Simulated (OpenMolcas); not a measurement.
Ar2+: Slater's ratio, the spin-orbit constant, worked from levels

```
Program             : OpenMolcas
Basis               : ANO-R2 [5s4p3d1f]
Scalar Hamiltonian  : X2C, finite nucleus
Active space        : 6 electrons in 8 orbitals (3s 3p 4s 4p)
State averaging     : 2S+1 = 3 even, 3 roots; 2S+1 = 1 even, 6 roots; 2S+1 = 3 odd, 3 roots; 2S+1 = 1 odd, 3 roots
Spin-orbit coupling : RASSI with atomic mean-field integrals over the reference wave functions, term energies averaged over their components
```

Methods: CASSCF; SS-CASPT2, IPEA 0.25 Eh, imaginary shift 0.1 Eh (closed shells correlated: 2s 2p). Measured levels: Saloman, J. Phys. Chem. Ref. Data 39, 033101 (2010).

**Slater's ratio.** With one set of orbitals, p4 has ¹D - ³P = 6 F2 and ¹S - ¹D = 9 F2 (F2 = F²/25), a ratio of 3/2. Term energies are centres of gravity, weighted by 2J + 1.

```csv
Source,¹D - ³P,¹S - ³P,F2 from the first,Ratio
CASSCF,16375,30692,2729,0.874
SS-CASPT2,14310,33954,2385,1.373
measured,13465,32721,2244,1.430
```

Energies in cm-1. A ratio away from 3/2 shows effects beyond one configuration with one set of orbitals, and in heavier atoms second-order spin-orbit shifts. In CASSCF the valence s occupation is 1.94 in ¹S against 2.00 in ¹D: mixing out of s² acts most on ¹S and pulls it down.

**The spin-orbit constant.** For the Hund term ³P of p4, E(J) = (A/2) J(J+1) + constant and ζ = -2S·A = -2A. From J = 0 to J = 2 the energy changes by 3 A.

| Source | E(2) - E(0) | A | ζ |
| --- | --- | --- | --- |
| CASSCF | -1436.3 | -478.8 | 958 |
| SS-CASPT2 | -1447.2 | -482.4 | 965 |
| measured | -1570.2 | -523.4 | 1047 |

All in cm-1. SS-CASPT2 is off by -7.8 % and CASSCF by -8.5 %. Both methods take the spin-orbit matrix elements from the reference wave functions, so the second can move ζ only through the term energies and any multistate remixing. Second-order mixing with other terms is absorbed into this ζ.

Term energies are means over components that CASPT2 splits; among the terms shown or strongly mixed into the levels shown the widest spread is 58 cm-1 (3s² 3p⁴ ¹D, SS-CASPT2). Over all roots computed the reference weight is 0.86 to 0.96 in SS-CASPT2; the roots of lowest weight are the least certain, and an intruder state may touch them. Active for correlation alone: 4p 4s; no level in the range computed is led by a configuration that fills them, so any true level of that kind is missing. Measured partners are found by configuration, term and J. A level has none where our copy of the source lacks it or the pairing is in doubt (some pairs that miss far off the trend of their configuration count as doubtful), and it then counts in no deviation. Levels of configurations outside the active space are missing.
